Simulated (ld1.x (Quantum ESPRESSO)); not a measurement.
**Ce, RRKJ: configuration errors across variants**

```json
{
 "Element": "cerium",
 "Generator": "ld1.x (Quantum ESPRESSO) 7.5",
 "Type": "norm-conserving RRKJ (Kleinman–Bylander form)",
 "Functional": "PBE",
 "Relativity": "fully relativistic",
 "Frozen core": "[Xe]",
 "Valence charge": "4",
 "Reference configuration": "4f1 5d0 6s0 6p0 (charge +3)",
 "Partial waves": "6p (bound, empty): rc 3.20 bohr; 5d (bound, empty): rc 3.60 bohr; 4f (bound): rc 1.65 bohr; 6s (bound, empty): rc 2.60 bohr",
 "Local potential": "the s channel",
 "Core correction": "none"
}
```

Open shells are filled in proportion to 2j + 1 (rel_dist='average').

All-electron excitation energies from the reference (eV): (1) 4f1 5d1 6s1 6p0 -30.247; (2) 4f1 5d0 6s2 6p0 -29.917; (3) 4f0 5d1 6s2 6p0 -23.943; (4) 4f2 5d1 6s0 6p0 -30.155.

Tests that are not counted but printed errors over 1 eV. “base”: 4f1 5d1 6s2 6p0 (solver errors, printed error -73.0 eV); 4f2 5d0 6s1 6p0 (solver errors, printed error -10.6 eV). “wave 4f (bound): rc 1.65 bohr becomes 4f (bound): rc 1.08 bohr”: 4f1 5d1 6s2 6p0 (solver errors, printed error -62.5 eV). “wave 4f (bound): rc 1.65 bohr becomes 4f (bound): rc 1.38 bohr”: 4f1 5d1 6s2 6p0 (solver errors, printed error -13.6 eV); 4f2 5d0 6s1 6p0 (solver errors, printed error -11.0 eV). “wave 4f (bound): rc 1.65 bohr becomes 4f (bound): rc 1.64 bohr”: 4f1 5d1 6s2 6p0 (solver errors, printed error -73.0 eV); 4f2 5d0 6s1 6p0 (solver errors, printed error -10.6 eV). “wave 4f (bound): rc 1.65 bohr becomes 4f (bound): rc 1.94 bohr”: 4f1 5d1 6s2 6p0 (solver errors, printed error -13.7 eV).

A true bound ghost makes a file unfit for plane-wave use even where its test errors are small: the radial tests pick states by their node count and pass the ghost by. Where a test does run into it, the solver fails or the error is huge.

Errors AE − PS in meV (a dash: test not solved or not reliable):

| change | (1) | (2) | (3) | (4) | bound ghosts |
| --- | --- | --- | --- | --- | --- |
| base | +2100 | +2475 | +4862 | -241 | s (extra level of the local part) |
| wave 4f (bound): rc 1.65 bohr becomes 4f (bound): rc 1.08 bohr | +2139 | +2475 | +4203 | -603 | s (extra level of the local part) |
| wave 4f (bound): rc 1.65 bohr becomes 4f (bound): rc 1.38 bohr | +2130 | +2475 | +4532 | -453 | s (extra level of the local part) |
| wave 4f (bound): rc 1.65 bohr becomes 4f (bound): rc 1.64 bohr | +2100 | +2475 | +4862 | -241 | s (extra level of the local part) |
| wave 4f (bound): rc 1.65 bohr becomes 4f (bound): rc 1.94 bohr | +2026 | +2474 | +5190 | +107 | s (extra level of the local part) |
| wave 4f (bound): rc 1.65 bohr becomes 4f (bound): rc 2.46 bohr | +1886 | +2446 | +5470 | +862 | s (extra level of the local part) |

(1) Give the same row for: wave 4f (bound): rc 1.65 bohr becomes 4f (bound): rc 2.16 bohr.

Answers

(1) +1967, +2470, +5344, +394; bound ghosts: s (extra level of the local part). Not counted: 4f1 5d1 6s2 6p0 (solver errors, printed error -71.7 eV); 4f2 5d0 6s1 6p0 (solver errors, printed error -9.8 eV).
